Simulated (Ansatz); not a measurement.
`BCC=O` + `[SiH3]CO[SiH2]Cl` → `B[SiH2]OC[SiH3]` + `O=CCCl`  (formal exchange of groups at a B–C bond)

Program: Ansatz. Geometries: PBE0-D4/def2-TZVP. ΔE: electronic, gas phase. CBS: MP2 limit from def2 TZ/QZ plus the TZ coupled-cluster correction, frozen cores. Functionals use def2-TZVPP. One conformer a species, not always the lowest.

`BCC=O`:

Z-matrix (Å, degrees):
```
C
C 1 1.493
B 1 1.556 2 114.3
H 1 1.091 2 111.7 3 -133.6
H 1 1.109 2 107.2 3 108.7
O 2 1.200 1 124.5 3 121.3
H 2 1.112 1 114.7 3 -56.9
H 3 1.194 1 120.3 2 -156.7
H 3 1.197 1 120.2 2 26.8
```

`[SiH3]CO[SiH2]Cl`:

```xyz
12

Si   -0.278   -1.487   -1.530
C     0.380   -0.515   -0.048
O    -0.371    0.689    0.085
Si   -0.220    1.702    1.352
Cl    1.684    2.469    1.450
H     0.516   -2.738   -1.660
H    -0.139   -0.678   -2.767
H    -1.707   -1.827   -1.315
H     0.304   -1.124    0.863
H     1.443   -0.285   -0.191
H    -0.442    0.987    2.632
H    -1.169    2.807    1.128
```

`B[SiH2]OC[SiH3]`:

Z-matrix (Å, degrees):
```
Si
O 1 1.654
B 1 2.006 2 115.5
H 1 1.500 2 109.7 3 120.2
H 1 1.487 2 105.4 3 -123.1
C 2 1.419 1 120.7 3 -59.7
H 3 1.197 1 118.7 2 -172.4
H 3 1.196 1 124.3 2 8.9
Si 6 1.889 2 108.8 1 175.2
H 6 1.099 2 110.9 1 -63.9
H 6 1.100 2 111.2 1 54.5
H 9 1.485 6 109.9 2 -60.6
H 9 1.489 6 108.8 2 179.8
H 9 1.485 6 110.0 2 60.1
```

`O=CCCl`:

Cartesian coordinates in Å:
```
O -0.640 0.604 -1.668
C 0.138 0.154 -0.878
C -0.194 0.001 0.586
Cl 0.705 -1.345 1.305
H 1.161 -0.164 -1.168
H -1.263 -0.166 0.712
H 0.093 0.915 1.111
```

Task: Is it downhill or uphill in electronic energy at CCSD(T)/CBS, and by how much? (Estimate.)

Result: The calculation gave: Uphill: ΔE = +52.4 kcal/mol.

Task: What do these levels give: r2SCAN-D4, PBE0-D4, r2SCAN, HF/def2-TZVPP, MP2/def2-TZVPP, CCSD/def2-TZVPP, CCSD(T)/def2-TZVPP, HF/def2-QZVPP, MP2/def2-QZVPP, HF/CBS(def2), MP2/CBS(def2), CCSD/CBS(def2)? (Best estimate.)

Result: Computed: r2SCAN-D4 53.4, PBE0-D4 51.6, r2SCAN 53.4, HF/def2-TZVPP 53.8, MP2/def2-TZVPP 54.7, CCSD/def2-TZVPP 51.8, CCSD(T)/def2-TZVPP 51.6, HF/def2-QZVPP 54.1, MP2/def2-QZVPP 55.3, HF/CBS(def2) 54.1, MP2/CBS(def2) 55.6, CCSD/CBS(def2) 52.7 kcal/mol.

Largest T1 diagnostic among the species: 0.014.

From PBE to PBE0 (25 % exact exchange), in def2-TZVPP and without D4, ΔE moves by +1.5 kcal/mol.
